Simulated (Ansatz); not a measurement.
`C[SiH2][SnH3]` + H₂S → `[SH][SnH3]` + `C[SiH3]` at 400 K and 1 bar (cleavage of the Sn–Si bond).

Gas-phase electronic energies from Ansatz, PBE0-D4/def2-TZVP geometries. CBS: MP2 limit from def2 TZ/QZ plus the TZ coupled-cluster correction, frozen cores. This one scheme is used for every species. Elements past krypton have def2 core potentials. For Sn outer-core shells are correlated without core-valence functions, which leaves a few kJ/mol of doubt a bond.

| species | CCSD(T)/CBS energy (Eh) | H − E (kJ/mol) | S (J/(mol·K)) |
| --- | --- | --- | --- |
| `C[SiH2][SnH3]` | -545.95955 | 227.8 | 391.4 |
| H₂S | -398.97279 | 53.4 | 215.9 |
| `[SH][SnH3]` | -614.20548 | 99.8 | 324.6 |
| `C[SiH3]` | -330.73916 | 180.9 | 277.1 |

H − E and S are ideal-gas, rigid-rotor, harmonic terms from PBE0-D4/def2-TZVP. 1 Eh = 2625.50 kJ/mol, R = 8.31446 J/(mol·K).

By hand: ΔE, ΔH, ΔS and ΔG.

ΔE = (-614.20548) + (-330.73916) − (-545.95955) − (-398.97279) = -0.01230 Eh = -32.3 kJ/mol. Δ(H − E) = 99.8 + 180.9 − 227.8 − 53.4 = -0.5, so ΔH = -32.8 kJ/mol. ΔS = 324.6 + 277.1 − 391.4 − 215.9 = -5.6 J/(mol·K). ΔG = -32.8 − 400 × (-5.6)/1000 = -30.6 kJ/mol.

By hand: the equilibrium constant, and the temperature at which ΔG would vanish if ΔH and ΔS stayed fixed.

log₁₀ K = −ΔG/(RT ln 10) = 4.0. ΔG = 0 at ΔH/ΔS = 5857 K, far beyond where these terms or the molecules hold.

The number of gas molecules stays the same, so ΔS is small and ΔH decides. A doubt of 5 kJ/mol in ΔE shifts log₁₀ K by 0.7 here. These are equilibria of isolated gas molecules and say nothing of rates. Largest T1 diagnostic: 0.012 (customary marks: 0.02 for closed shells, 0.045 for open ones).
